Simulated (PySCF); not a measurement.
PySCF job for In(Cl)(Br)(OH) (BrClHInO), SMILES [OH][In]([Cl])[Br], IEF-PCM-PBE0/def2-SVP. Geometry optimised at B3LYP-D3(BJ)/def2-SVP. The structure was generated by enumeration; whether it is a known compound was not checked. The def2 effective core potentials stand for the cores of In; spin–orbit coupling is left out. The values are those of a single conformer.

```python
import numpy as np
from pyscf import gto, scf, dft
from pyscf.solvent import pcm

mol = gto.M(
    atom='''
    In    0.29272365    0.45488141    0.00000000
    Cl   -1.38607535    2.10292945    0.00000000
    Br   -0.30753924   -1.94198372    0.00000000
    O     2.21077566    0.99610092    0.00000000
    H     2.29749015    1.96163301    0.00000000
    ''',
    basis='def2-SVP',
    ecp={'In': 'def2-svp'},
    charge=0,
    spin=0,
    max_memory=1600,
    verbose=3,
)
mf = dft.RKS(mol, xc='pbe0').density_fit(auxbasis='def2-universal-jkfit')
mf.grids.level = 3
mf.conv_tol = 1e-9
mf.max_cycle = 100
mf.kernel()
res = {}
for name, eps in {'water': 78.355, 'ethylethanoate': 5.9867, 'acetonitrile': 35.688}.items():
    s = mf.PCM()
    s.with_solvent.method, s.with_solvent.eps, s.with_solvent.lebedev_order = 'IEF-PCM', eps, 29
    s.kernel(mf.make_rdm1())
    res[name] = (s.e_tot, eps, s.dip_moment(), s.mo_energy, s.converged)
    print(f'{name}: electrostatic solvation free energy {(s.e_tot - mf.e_tot) * 627.509474:.3f} kcal/mol')
```

Program output:

```
converged SCF energy = -3299.38197313541

WARN: PCM is an experimental feature. It is still in testing.
Features and APIs may be changed in the future.

converged SCF energy = -3299.39705893492
Dipole moment(X, Y, Z, Debye):  0.88970,  1.48739,  0.00000
water: electrostatic solvation free energy -9.466 kcal/mol

WARN: PCM is an experimental feature. It is still in testing.
Features and APIs may be changed in the future.

converged SCF energy = -3299.3934351531
Dipole moment(X, Y, Z, Debye):  0.83000,  1.37353,  0.00000
ethylethanoate: electrostatic solvation free energy -7.193 kcal/mol

WARN: PCM is an experimental feature. It is still in testing.
Features and APIs may be changed in the future.

converged SCF energy = -3299.39666394278
Dipole moment(X, Y, Z, Debye):  0.88335,  1.47448, -0.00000
acetonitrile: electrostatic solvation free energy -9.219 kcal/mol
```

The calculation finished and met its thresholds.

Cost: roughly 40 core-seconds.
